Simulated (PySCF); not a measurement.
## Working out the ionisation energy of Cl⁺

Cl⁺ [Ne] 3s2 3p4 (3P) → Cl²⁺ [Ne] 3s2 3p3 (4S). All numbers are calculated (PySCF 2.14, scalar relativity by spin-free X2C-1e, in x2c-QZVPPall with one added diffuse shell each of s, p, d, f type (10s7p5d3f1g, 86 functions)). Frozen: [Ne]. Energies in hartree (1 hartree = 27.21139 eV):

```csv
part,Cl⁺ (lower),Cl²⁺ (upper)
UHF,-460.471767,-459.642057
CCSD correlation,-0.159796,-0.122434
(T),-0.005340,-0.003987
```

**Question.** What does Hartree-Fock give?

**Answer.** (-459.642057) − (-460.471767) = 0.829710 hartree = 22.578 eV.

**Question.** What do CCSD and CCSD(T) give?

**Answer.** The CCSD correlation energies differ by 0.037362 hartree = 1.017 eV and the triples by 0.001353 hartree = 0.037 eV, so CCSD gives 23.595 eV and CCSD(T) 23.632 eV.

Measured between the centres of the two terms (NIST): 23.771 eV, so CCSD(T) (valence) is off by -0.139 eV.

What remains against the reference includes basis incompleteness, the frozen core and higher excitations.
